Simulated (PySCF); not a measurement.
Work out the structure from these simulated measurements.

Elements present: B, C, H, N and O. Monoisotopic mass: 99.0663 u.

- NMR, other nuclei: isotropic shieldings of nuclei other than C and H, by class: 75 (1 B), 137 (1 B), 33 (1 N), 207 (2 O) ppm [GIAO PBE0/pcSseg-1]
- Rotational structure: rotational constants A, B, C: 5.297, 1.180, 1.145 GHz [PBE0-D3(BJ)/def2-SVP]
- UV, strongest line: among the 10 lowest singlet transitions: S6 at 6.55 eV (189 nm, f = 0.439) [TDDFT PBE0/def2-SVPD]
- Dipole: 9.08 D [PBE0/def2-SVPD]
- 13C NMR: chemical shifts (computed TMS as zero) by class: 115.2 (1 C), 3.2 (1 C) ppm [GIAO PBE0/pcSseg-1]
- Triplet: lowest triplet excitation (Tamm–Dancoff): 5.03 eV [TDA PBE0/def2-SVPD]

The electronic properties come from PySCF, for the isolated species, density fitting. Levels stand in brackets. The structure is a single PBE0-D3(BJ)/def2-SVP conformer in the gas phase; no vibrational or solvent corrections. NMR values are class means; diastereotopic atoms form classes of their own.

Question: Which formula fits the mass and the elements?

Answer: C2H7B2NO2 (calculated 99.0663). No other formula that holds each of these elements comes within 0.0003 u with a fitting electron parity and a possible valence count.

Question: Give a SMILES that accounts for the data.

Answer: Numbering: `[BH3-:1][N+:2]#[C:3][CH2:4][B:5]([OH:6])[OH:7]`. 2 carbons fall into 2 classes; from least to most shielded: triply bonded carbon [C3] (115.2 ppm), sp3 carbon bound to boron [C4] (3.2 ppm). The other shieldings belong to: 75 ppm, three-coordinate boron [B5]; 137 ppm, four-coordinate boron [B1]; 33 ppm, nitrogen bonded to B and C [N2]; 207 ppm, boron-bound oxygen [O6/O7]. The optimised geometry has point group C1 and is an asymmetric top. Structure: `[BH3-][N+]#CCB(O)O`. The assignments are read from this structure; whether some other isomer fits the data as well wasn't checked.

Shape of the structure used: `[BH3-:1][N+:2]#[C:3][CH2:4][B:5]([OH:6])[OH:7]`: C3–C4–B5–O6 82°, H–O6–B5–C4 -177°, H–O7–B5–C4 178°.
